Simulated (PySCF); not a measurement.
**Radial density of P (phosphorus, neutral)**

UHF, [Ne] 3s2 3p2 3d1, one real determinant (an excited configuration). Computed with PySCF 2.14 in aug-cc-pwCVTZ (8s7p5d3f, 75 functions), with the non-relativistic Hamiltonian (point nucleus).

```
r (bohr)  4πr²ρ (e/bohr)  4πr²(ρα − ρβ)
 0.00136         0.04907         0.0000
 0.00229          0.1348         0.0000
 0.00386          0.3642         0.0000
 0.00649          0.9520        -0.0001
  0.0109           2.360        -0.0002
  0.0184           5.345        -0.0003
  0.0309           10.42         0.0001
  0.0519           15.86         0.0046
  0.0873           16.39         0.0267
   0.147           11.52         0.0961
   0.247           12.78         0.1954
   0.416           15.69         0.1292
   0.699           6.774         0.0016
    1.18           2.158         0.6143
    1.98           2.150         1.1054
    3.33          0.6846         0.5341
    5.60          0.1761         0.1741
    9.41       0.0005239         0.0005
```

⟨L²⟩ = 8.01 against 12 for a pure F term, so this real determinant mixes terms. The outer electron is Rydberg-like, and this basis confines it to a smaller radius and binds it less than a complete one would.
